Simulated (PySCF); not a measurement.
**WOBr₂: from structure and modes to constants**

These are results of PySCF, B3LYP, basis W def2-SVP with ECP60, O def2-SVP, Br def2-SVP (scalar-relativistic core potentials, no spin–orbit coupling, density fitting), not measurements.

The singlet minimum has C2v symmetry. Masses (u): W 183.95093, O 15.99492, Br 78.91834.

```xyz
4
charge 0 multiplicity 1, angstrom
W     0.0000    0.0000    0.3489
O     0.0000    0.0000    2.0288
Br    2.2014    0.0000   -0.6114
Br   -2.2014    0.0000   -0.6114
```

Harmonic wavenumbers (cm⁻¹): 71.9 (a1, ×1), 81.8 (b1, ×1), 202.4 (b2, ×1), 253.3 (a1, ×1), 321.9 (b2, ×1), 1061.8 (a1, ×1).

(1) Find the principal moments of inertia and the rotational constants. What kind of rotor is it?

(2) Find the vibrational entropy and heat capacity at 298.15 K.

Answers

(1) About the centre of mass I = 147.22, 764.88, 912.1 u Å². With B = 16.8576/I this gives 0.1145, 0.02204, 0.01848 cm⁻¹. The molecule is an asymmetric top with κ = -0.93.

(2) With u = 1.43878 ω/T, each mode gives S = R[u/(eᵘ−1) − ln(1−e⁻ᵘ)] and C = R u² eᵘ/(eᵘ−1)².
| ω (cm⁻¹) | u | S (J/(mol K)) | C (J/(mol K)) |
| --- | --- | --- | --- |
| 71.9 | 0.347 | 17.16 | 8.23 |
| 81.8 | 0.395 | 16.09 | 8.21 |
| 202.4 | 0.977 | 8.83 | 7.68 |
| 253.3 | 1.222 | 7.15 | 7.35 |
| 321.9 | 1.553 | 5.44 | 6.83 |
| 1061.8 | 5.124 | 0.30 | 1.32 |
The sums over all modes are S = 55.0 and C = 39.6 J/(mol K); the softest mode gives 31 % of the entropy.

Only a few start shapes were tried, so a lower isomer may exist. No spin–orbit coupling is included, which matters more the heavier the element.
